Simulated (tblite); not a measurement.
Isomers of C7H13NOSi. Calculated harmonic vibrations of the isolated species, GFN2-xTB (tblite), most abundant isotopes, no scaling. Against measured fundamentals such values can be off by several per cent, at times by over 20. Modes of hydrogen on silicon can be 10 to 20 % off. One conformer each.

Electronic energies: GFN2-xTB at the same geometries; isomer energies are rough at this level and their order can be wrong.

| SMILES | electronic energy, lowest = 0 (kcal/mol) |
| --- | --- |
| CC(C)[C@H]([SiH3])C(=O)CC#N | 11.6 |
| COC1=CC=C(N(C)C)[SiH2]1 | 19.6 |
| C=C[C@H](O[SiH2]C#N)C(C)C | 0.0 |
| C#C[C@](C)(CC(N)=O)[SiH2]C | 27.8 |

Question: How do GFN2-xTB zero-point energies change the relative energies?

Answer: 
```json
{"SMILES": "C=C[C@H](O[SiH2]C#N)C(C)C", "ZPE (kcal/mol)": "114.1", "of it from modes above 1550 cm⁻¹": "60.1", "electronic (kcal/mol)": "0.0", "with ZPE, lowest = 0 (kcal/mol)": "0.0", "lowest mode (cm⁻¹)": "10i", "rings": "0"}
{"SMILES": "CC(C)[C@H]([SiH3])C(=O)CC#N", "ZPE (kcal/mol)": "113.1", "of it from modes above 1550 cm⁻¹": "58.6", "electronic (kcal/mol)": "11.6", "with ZPE, lowest = 0 (kcal/mol)": "10.5", "lowest mode (cm⁻¹)": "34", "rings": "0"}
{"SMILES": "COC1=CC=C(N(C)C)[SiH2]1", "ZPE (kcal/mol)": "114.1", "of it from modes above 1550 cm⁻¹": "57.9", "electronic (kcal/mol)": "19.6", "with ZPE, lowest = 0 (kcal/mol)": "19.6", "lowest mode (cm⁻¹)": "58", "rings": "1"}
{"SMILES": "C#C[C@](C)(CC(N)=O)[SiH2]C", "ZPE (kcal/mol)": "113.1", "of it from modes above 1550 cm⁻¹": "61.4", "electronic (kcal/mol)": "27.8", "with ZPE, lowest = 0 (kcal/mol)": "26.8", "lowest mode (cm⁻¹)": "47", "rings": "0"}
```

The zero-point energies span 1.0 kcal/mol, from `CC(C)[C@H]([SiH3])C(=O)CC#N` to `C=C[C@H](O[SiH2]C#N)C(C)C`. Slightly imaginary modes are left out of the zero-point energy: `C=C[C@H](O[SiH2]C#N)C(C)C` 9.6i cm⁻¹. The order is unchanged.

Question: What do entropy and thermal enthalpy add at 298.15 K and 1 bar (rigid rotor, harmonic oscillator, one conformer each)?

Answer: 
```csv
SMILES,point group,symmetry number,S (cal/(mol K)),H − H(0) (kcal/mol),ZPE + H − H(0) − TS (kcal/mol)
CC(C)[C@H]([SiH3])C(=O)CC#N,C1,1,112.3,8.71,88.3
COC1=CC=C(N(C)C)[SiH2]1,C1,1,108.5,8.43,90.2
C#C[C@](C)(CC(N)=O)[SiH2]C,C1,1,113.1,9.10,88.4
```

Not tabulated: `C=C[C@H](O[SiH2]C#N)C(C)C` (lowest mode only 10i cm⁻¹).
